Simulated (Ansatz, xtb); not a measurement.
**Ranking isomers of C5H6N2S**

5 gas-phase structures of C5H6N2S, from a drawn sample of its isomers (lower ones may exist). Each was relaxed with GFN2-xTB; where two conformers were screened, the lower at r2SCAN-D4/def2-SVP is listed:

A. `C=Cc1ccnn1S`, a singlet
B. `C=Cc1[nH]ncc1S`, a singlet
C. `C=Cc1cnn(S)c1`, a singlet
D. `C=Cn1cc(S)cn1`, a singlet
E. `C=Cc1ccn(S)n1`, a singlet

Q: Which do you expect lowest at r2SCAN-D4/def2-SVP, and how would the others follow?

A: Calculated order at r2SCAN-D4/def2-SVP: B (0.000), D (0.234), E (0.758), A (0.762), C (0.830) eV. Less than 1 kcal/mol parts E and A, so the order within that pair means little.

Energies above the lowest of each column, in eV; the last columns are at B3LYP/def2-SVP geometries:

| structure | GFN2-xTB | HF/STO-3G | r2SCAN-D4/def2-SVP | B3LYP/def2-SVP | CCSD(T)/def2-SVP + ΔMP2/def2-TZVPP |
| --- | --- | --- | --- | --- | --- |
| B | 0.202 | 0.000 | 0.000 | 0.000 | 0.000 |
| D | 0.000 | 0.003 | 0.234 | 0.233 | 0.261 |
| E | 0.433 | 0.234 | 0.758 | 0.580 | 0.544 |
| A | 0.370 | 0.235 | 0.762 | 0.611 | 0.580 |
| C | 0.448 | 0.257 | 0.830 | 0.642 | 0.613 |

CCSD(T)/def2-SVP + ΔMP2/def2-TZVPP puts B lowest; GFN2-xTB picks D. Some further structures that were screened fall inside this span and aren't listed. Flexible structures stand in one conformer each, not always the lowest. Frequencies (GFN2-xTB) were run for D alone. ΔMP2 is the change of the MP2 energy from the smaller to the larger basis.

Over these structures GFN2-xTB departs from r2SCAN-D4/def2-SVP by 0.171 eV on average once a common shift is removed. A GFN2-xTB relaxation took about 0.066 s and the r2SCAN-D4/def2-SVP energy about 3.3 s on a shared host (Ansatz 0.2.0, xtb 6.7.1).
